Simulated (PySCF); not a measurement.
CHF₂O₃S, SMILES O=S(=O)(O)[C](F)F, multiplicity 2.

The structure is a stationary point at TPSSh-D3(BJ)/def2-SVP. The isomer is the one that the SMILES or the coordinates give; other isomers of the formula were not compared. The values are those of a single conformer.

Two levels are set side by side: PBE/def2-TZVP (PySCF) and PBE0/def2-TZVP (PySCF). Same geometry, gas phase. Differences are taken from unrounded values.

```tsv
quantity	PBE
α-spin orbital gap (eV)	5.37
β-spin orbital gap (eV)	3.87
dipole moment (D)	2.63
mean polarisability (bohr³)	44.4
```

Q: These are the PBE values. What does PBE0 give? (An estimate is asked for; the answer gives what the named calculation found.)

A: 
| quantity | PBE0 | PBE minus PBE0 |
|---|---|---|
| α-spin orbital gap (eV) | 8.14 | -2.77 |
| β-spin orbital gap (eV) | 6.67 | -2.80 |
| dipole moment (D) | 2.65 | -0.02 |
| mean polarisability (bohr³) | 42.1 | 2.4 |

Loosely held outer electrons make PBE densities more polarisable. Differences between two approximate levels are no errors against the true value.

Rough cost on one machine, each run with all the roots and properties that it gave: PBE0 against PBE within a factor of 2.
